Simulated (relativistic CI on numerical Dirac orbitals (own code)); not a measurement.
## Hyperfine structure of Pt¹³⁺, mass number 195

Method of calculation: Dirac-Coulomb-Breit CI, KLI orbitals optimised for each configuration, a model potential for QED, unscaled Slater integrals (own radial code, finite nucleus).

Configuration list (outside the closed core [Kr] 4d10): 4f14.5s2.5p3, 4f14.5s.5p4, 4f13.5s2.5p4, 4f14.5s2.5p2.5d, 4f14.5s.5p3.5d, 4f14.5s2.5p2.5f, 4f13.5s2.5p3.5d, 4f14.5s2.5p2.5g, 4f14.5s2.5p2.6s, 4f14.5s.5p3.5f, 4f14.5p5, 4f13.5p6, 4f13.5p5.5d, 4f14.5s2.5p.5d2, 4f14.5s2.5d3, 4f14.5s.5p.5d3, 4f14.5s2.5d2.5f, 4f13.5s2.5p.5d3. Double excitations out of closed p, d and f shells are left out; levels of such configurations are missing from the list, as are those of other unlisted configurations, and high levels can miss mixing partners. Some configurations lack a partner that the ground configuration has and come out too high, among them 4f14.5s2.5p2.5g, 4f14.5s2.5p2.6s, 4f14.5s.5p3.5f.

Nuclear spin I = 1/2, μ = 0.6073 μN (tables of Stone and Pyykkö). The electronic factors are computed for point nuclear moments, without core polarisation or the Bohr-Weisskopf and QED corrections.

| Level | E (cm⁻¹) | A (GHz) |
| --- | --- | --- |
| 4f14.5s2.5p3 2D°_5/2 | 150189 | 36.61 |
| 4f14.5s2.5p3 2P°_1/2 | 175180 | 129.7 |
| 4f14.5s2.5p3 2P°_3/2 | 309532 | 13.87 |
| 4f13.5s2.5p4 4G°_11/2 | 346024 | 6.366 |
| 4f13.5s2.5p4 2D°_3/2 | 349403 | -5.924 |
| 4f13.5s2.5p4 4D°_3/2 | 375920 | 5.035 |
| 4f13.5s2.5p4 4D°_1/2 | 376259 | -6.669 |

Levels with J = 0, under 50 % of one LS term, or S terms without an open s electron are left out. Small factors come from cancelling terms and can be off by tens of per cent or more.

At this charge transitions that keep the count of f electrons are usually good to a few per cent. Levels and lines within the n = 5 or 6 shells can be off by up to 10 % or somewhat more, and those that change n by about 2 %, since core polarisation is missing. Levels that differ in their count of f electrons can be misplaced by several ten thousand cm⁻¹, since the correlation energy of f electrons is missing or only estimated; rates across such gaps can be off by orders of magnitude.

Question: Give the hyperfine levels of 4f14.5s2.5p3 2P°_1/2 relative to its centre of gravity.

Answer: With K = F(F + 1) − I(I + 1) − J(J + 1), E = AK/2: F = 0: -97.25, F = 1: 32.42 GHz.

LS names give the leading component of a level, which can be under half, so a name can repeat, a term be missing and a line seem to break the LS rules.
